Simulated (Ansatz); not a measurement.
Mg₅O₄⁺, relaxed as a doublet with UKS r2SCAN-D4/def2-SVP in Ansatz, starting from the GFN2-xTB geometry. Force threshold 0.02 eV/Å.

The relaxation made no stability test and no search for a lower SCF solution. The structure comes from a short search, and lower isomers may exist.

Start:

```tsv
atom	x (Å)	y (Å)	z (Å)
Mg1	-0.0757	1.3913	1.9962
Mg2	-1.5160	-0.2347	0.4361
Mg3	0.9429	-1.4188	0.2920
Mg4	-0.0194	-0.7693	-2.1540
Mg5	0.7660	1.4378	-0.5637
O6	1.3995	-0.1587	-1.1185
O7	-0.8535	-1.4930	-0.7042
O8	-0.8776	1.5736	0.2635
O9	0.2336	-0.3281	1.5525
```

Estimate the energy that the relaxation releases and the steps that it takes.

18.4 kcal/mol, in 6 steps; 56 s on 4 threads of Arm Neoverse V1 on a shared host. No frequencies were taken in this run, so the end may be a saddle point.

Does the start keep its bonding?

By distances, no bond broke or formed. The bond that changes most is Mg3–O9, from 1.81 to 1.91 Å (atoms count from 1). The end is the same structure that another start reached, the lowest one found.

Predict the relaxed structure.


```xyz
9

Mg    0.049    1.333    2.110
Mg   -1.489   -0.208    0.460
Mg    0.870   -1.268    0.316
Mg    0.090   -0.997   -2.286
Mg    0.679    1.621   -0.849
O     1.424   -0.087   -1.218
O    -0.826   -1.541   -0.743
O    -0.763    1.668    0.385
O    -0.034   -0.519    1.826
```
Bond lengths (bridged metal pairs left out): 12 × Mg–O 1.87 to 2.02 Å.
